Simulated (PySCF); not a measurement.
One of the candidates below gave these computed data.

All candidates are C10H8N2.

| technique | computed result |
| --- | --- |
| Rotational structure | rotational constants A, B, C: 2.977, 0.582, 0.487 GHz [GFN2-xTB] |
| 1H NMR | chemical shifts (computed TMS as zero) by class: 9.45 (1 H), 9.19 (2 H), 8.11 (1 H), 7.85 (2 H), 7.77 (1 H), 7.49 (1 H) ppm [GIAO PBE0/pcSseg-1] |
| 13C NMR | chemical shifts (computed TMS as zero) by class: 160.3 (1 C), 153.7 (1 C), 139.7 (1 C), 136.9 (1 C), 134.4 (2 C), 131.6 (2 C), 130.5 (1 C), 124.1 (1 C) ppm [GIAO PBE0/pcSseg-1] |
| Dipole | 3.69 D [PBE0/pcSseg-1] |
| NMR, other nuclei | isotropic shieldings of nuclei other than C and H, by class: -201 (1 N), -188 (1 N) ppm [GIAO PBE0/pcSseg-1] |

Gas-phase values; electronic properties from PySCF, density fitting. Levels stand in brackets. Geometry: GFN2-xTB, one conformer, isolated molecule. GFN2-xTB frequencies show an imaginary mode (45i cm⁻¹), so this geometry is no minimum at that level. NMR values are class means; diastereotopic atoms form classes of their own.

Question: Which candidate is it?
A. `C=C(C#CC#N)/C=C/CCC#N`
B. `c1ccc(-c2cccnn2)cc1`
C. `c1cc(-c2ccncc2)ccn1`
D. `C#CCn1ncc2ccccc21`
E. `c1ccc(-c2ccccn2)nc1`

Answer: B. It is `c1ccc(-c2cccnn2)cc1`. Numbering: `[cH:1]1[cH:2][cH:3][c:4](-[c:5]2[cH:6][cH:7][cH:8][n:9][n:10]2)[cH:11][cH:12]1`. Its formula, C10H8N2, gives 8 degrees of unsaturation: 2 rings and 6 π bonds in the structure found (Kekulé form). 10 carbons fall into 8 classes; from least to most shielded: substituted aromatic carbon [C5] (160.3 ppm), aromatic CH next to a ring nitrogen [C8] (153.7 ppm), substituted aromatic carbon [C4] (139.7 ppm), aromatic CH carbon [C1] (136.9 ppm), aromatic CH carbon [C2/C12] (134.4 ppm, 2 C), aromatic CH carbon [C3/C11] (131.6 ppm, 2 C, up to 5.7 ppm apart in this geometry), aromatic CH carbon [C7] (130.5 ppm), aromatic CH carbon [C6] (124.1 ppm). Hydrogen classes from least to most shielded: 1 H on an aromatic CH next to a ring nitrogen, C8 (9.45 ppm), 2 H on the ortho carbons, C3/C11 (9.19 ppm, a mean of values up to 1.9 ppm apart in this geometry), 1 H on an aromatic CH carbon, C6 (8.11 ppm), 2 H on the meta carbons, C2/C12 (7.85 ppm), 1 H on the para carbon, C1 (7.77 ppm), 1 H on an aromatic CH carbon, C7 (7.49 ppm). The other shieldings belong to: -201 ppm, pyridine-type nitrogen [N9]; -188 ppm, pyridine-type nitrogen [N10]. The optimised geometry has point group Cs and is an asymmetric top.

The others, at the same levels:
- `c1ccc(-c2ccccn2)nc1` fails: it has 5 carbon classes against 8; its computed 13C shifts are 161.0 (2 C), 154.5 (2 C), 142.9 (2 C), 128.9 (2 C), 127.2 (2 C) ppm, 1H shifts are 9.29 (2 H), 9.01 (2 H), 8.12 (2 H), 7.41 (2 H) ppm and dipole moment is 0.00 D (against 3.69 D).
- `C#CCn1ncc2ccccc21` fails: it has 10 carbon classes against 8; its computed 13C shifts are 143.3 (1 C), 136.2 (1 C), 131.7 (1 C), 130.3 (1 C), 126.3 (1 C), 125.8 (1 C), 114.5 (1 C), 82.7 (1 C), 81.8 (1 C), 42.1 (1 C) ppm, 1H shifts are 8.07 (1 H), 8.00 (1 H), 7.95 (1 H), 7.72 (1 H), 7.54 (1 H), 5.40 (2 H), 1.86 (1 H) ppm and rotational constant A is 1.674 GHz (against 2.977 GHz).
- `c1cc(-c2ccncc2)ccn1` fails: it has 3 carbon classes against 8; its computed 13C shifts are 156.7 (4 C), 154.1 (2 C), 127.1 (4 C) ppm, 1H shifts are 9.14 (4 H), 7.55 (4 H) ppm and dipole moment is 0.00 D (against 3.69 D).
- `C=C(C#CC#N)/C=C/CCC#N` fails: it has 10 carbon classes against 8; its computed 13C shifts are 142.1 (1 C), 141.9 (1 C), 140.3 (1 C), 132.3 (1 C), 122.8 (1 C), 111.4 (1 C), 83.1 (1 C), 77.0 (1 C), 35.1 (1 C), 18.8 (1 C) ppm, 1H shifts are 6.48 (1 H), 6.37 (1 H), 6.29 (1 H), 6.25 (1 H), 2.45 (2 H), 2.40 (2 H) ppm and rotational constant A is 1.213 GHz (against 2.977 GHz).

Each candidate is one conformer, not necessarily the lowest. The conformers computed, where there is a choice (atom-mapped SMILES and torsion angles):
- `[cH:1]1[cH:2][cH:3][c:4](-[c:5]2[cH:6][cH:7][cH:8][n:9][n:10]2)[cH:11][cH:12]1`: C3–C4–C5–C6 180°
- `[cH:1]1[cH:2][cH:3][c:4](-[c:5]2[cH:6][cH:7][cH:8][cH:9][n:10]2)[n:11][cH:12]1`: C3–C4–C5–C6 180°
- `[CH:1]#[C:2][CH2:3][n:4]1[n:5][cH:6][c:7]2[cH:8][cH:9][cH:10][cH:11][c:12]12`: C2–C3–N4–N5 117°
- `[cH:1]1[cH:2][c:3](-[c:4]2[cH:5][cH:6][n:7][cH:8][cH:9]2)[cH:10][cH:11][n:12]1`: C2–C3–C4–C5 -41°
- `[CH2:1]=[C:2]([C:3]#[C:4][C:5]#[N:6])/[CH:7]=[CH:8]/[CH2:9][CH2:10][C:11]#[N:12]`: C1–C2–C7–C8 180°, C7–C8–C9–C10 115°, C8–C9–C10–C11 -61°
